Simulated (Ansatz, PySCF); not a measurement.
Energy difference R1 + R2 → P1 + P2, each structure at its B3LYP-D3(BJ)/def2-TZVP stationary point, reached from a drawn start (curvature not checked).
R1, C2H6Zn (SMILES [CH3][Zn][CH3]) (charge 0, multiplicity 1):
```xyz
9

C      1.9543    -0.0866     0.0378
Zn     0.0002     0.0024    -0.0042
C     -1.9543     0.0873    -0.0390
H      2.3387    -0.6600    -0.8086
H      2.3933     0.9126    -0.0056
H      2.3016    -0.5670     0.9551
H     -2.3788    -0.3658     0.8595
H     -2.3542    -0.4446    -0.9051
H     -2.3008     1.1218    -0.0900
```
P1: CH4 (SMILES C), charge 0, multiplicity 1.
R2, H2O (SMILES O) (charge 0, multiplicity 1):
```xyz
3

O      0.0000     0.0000     0.3896
H      0.0000     0.7650    -0.1948
H      0.0000    -0.7650    -0.1948
```
P2: CH4OZn (SMILES [CH3][Zn][OH]), charge 0, multiplicity 1.

P less R. No zero-point or thermal terms; no spin–orbit coupling.

Correlated levels freeze the cores.

The values were computed with Ansatz (a program for electronic structure) with Gaussian orbitals; PySCF for the D3/D4 terms. All values are computed, each at the level named.

PBE/def2-TZVPP gives -16.43 kcal/mol for the reaction energy.

Q: Predict the shift from PBE, with its sign, for: PBE-D3(BJ)/def2-TZVPP, r2SCAN/def2-TZVPP, B3LYP/def2-TZVPP, wB97M-V/def2-TZVPP, B2PLYP/def2-TZVPP, MP2/def2-QZVPP, CCSD(T)/def2-QZVPP.

A: PBE-D3(BJ)/def2-TZVPP 0.33; r2SCAN/def2-TZVPP -1.36; B3LYP/def2-TZVPP -1.68; wB97M-V/def2-TZVPP 0.18; B2PLYP/def2-TZVPP -1.71; MP2/def2-QZVPP -0.57; CCSD(T)/def2-QZVPP -0.68 kcal/mol. 2 of 7 lie above PBE; the widest gap is to B2PLYP/def2-TZVPP.
